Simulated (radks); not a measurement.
Task: Tm IX, 61 electrons, occupied as [Kr] 4d10 4f11 5s2 5p2. All-electron calculation, scalar-relativistic Kohn-Sham, r2SCAN, spin-polarised, spherical densities, finite nucleus; open shells are filled with parallel spins first (spin-orbit coupling, left out, can overturn this in heavy ions); meta-GGA in the generalised Kohn-Sham scheme; Fermi nuclear charge, rms radius 5.2256 fm. Program: a radial shooting solver on a logarithmic mesh with Libxc functionals. Some entries of the table are withheld. Estimate them.

| orbital | occ. | eigenvalue (eV) | r(max) (bohr) | <1/r> (bohr^-1) |
|---|---|---|---|---|
| 1s up | 1 | -59493.63 | 0.01261 | 79.07 |
| 1s down | 1 | -59493.30 | 0.01261 | 79.07 |
| 2s up | 1 | -10171.84 | 0.07186 | 18.44 |
| 2s down | 1 | -10171.77 | 0.07186 | 18.44 |
| 2p up | 3 | -8993.879 | 0.05855 | 16.97 |
| 2p down | 3 | -8993.658 | 0.05855 | 16.97 |
| 3s up | 1 | -2398.714 | 0.2030 | 6.816 |
| 3s down | 1 | -2396.663 | 0.2030 | 6.819 |
| 3p up | 3 | -2040.210 | 0.2000 | 6.349 |
| 3p down | 3 | -2038.102 | 0.2000 | 6.353 |
| 3d up | 5 | -1596.955 | 0.1635 | 6.007 |
| 3d down | 5 | -1595.282 | 0.1634 | 6.011 |
| 4s up | 1 | -584.6119 | 0.4642 | 2.874 |
| 4s down | 1 | -580.2892 | 0.4643 | 2.871 |
| 4p up | 3 | -465.9562 | 0.4851 | 2.631 |
| 4p down | 3 | -461.6982 | 0.4853 | 2.628 |
| 4d up | 5 | (1) | 0.5003 | 2.333 |
| 4d down | 5 | (2) | 0.5004 | 2.332 |
| 5s up | 1 | -173.8705 | (3) | 1.183 |
| 5s down | 1 | -167.6151 | (4) | 1.182 |
| 5p up | 2 | -141.0795 | 1.156 | 1.052 |
| 5p down | 0 | -135.3263 | 1.160 | 1.042 |
| 4f up | 7 | -132.6215 | (5) | 1.854 |
| 4f down | 4 | -127.9972 | (6) | 1.855 |

Result: 
(1) 4d up eigenvalue (eV): -307.5241
(2) 4d down eigenvalue (eV): -303.1839
(3) 5s up r(max) (bohr): 1.048
(4) 5s down r(max) (bohr): 1.047
(5) 4f up r(max) (bohr): 0.4878
(6) 4f down r(max) (bohr): 0.4882
